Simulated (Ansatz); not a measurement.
BH5O4Si, SMILES `BO[Si](O)(O)O`, relaxed with RKS PBE0-D4/def2-TZVP in the Gaussian-basis code of Ansatz from a PBE-D4/def2-SVP geometry. The force threshold is 0.005 eV/Å; the program also tests the step.

Total charge 0; spin multiplicity 1.

Start:

```xyz
11

B    -1.273   -1.545    0.447
O    -0.413   -0.589    0.874
Si    0.400    0.590   -0.026
O    -0.408    1.001   -1.411
O     0.457    2.002    0.835
O     1.885   -0.118   -0.284
H    -1.742   -2.308    1.274
H    -1.560   -1.643   -0.745
H    -0.609    0.251   -1.998
H     0.734    1.896    1.761
H     2.528    0.463   -0.727
```

```csv
step,energy (eV),largest force (eV/Å),largest move (Å)
1,-16821.2041,1.057,0.000
2,-16821.2888,0.606,0.028
3,-16821.3125,0.281,0.029
4,-16821.3200,0.105,0.033
5,-16821.3225,0.059,0.010
6,-16821.3251,0.053,0.028
7,-16821.3263,0.006,0.046
8,-16821.3264,0.016,0.019
9,-16821.3265,0.006,0.008
10 (rejected),-16821.3264,0.064,0.020
11,-16821.3266,0.011,0.010
12 (rejected),-16821.3177,0.426,0.098
13,-16821.3267,0.020,0.024
14 (rejected),-16821.3266,0.105,0.045
15 (rejected),-16821.3266,0.072,0.023
16,-16821.3269,0.010,0.011
17,-16821.3270,0.027,0.024
18 (rejected),-16821.3262,0.093,0.023
19,-16821.3271,0.003,0.011
20,-16821.3271,0.008,0.018
21,-16821.3271,0.002,0.009
```

End:

```xyz
11

B    -1.251   -1.559    0.480
O    -0.449   -0.540    0.842
Si    0.368    0.586   -0.032
O    -0.412    1.045   -1.381
O     0.493    1.949    0.837
O     1.797   -0.137   -0.344
H    -1.706   -2.258    1.340
H    -1.499   -1.752   -0.683
H    -0.475    0.408   -2.092
H     0.655    1.858    1.776
H     2.481    0.401   -0.743
```

It took 77 s on 4 threads of an Arm Neoverse V1 on a shared host, with 0.6 GiB of host memory at the peak.
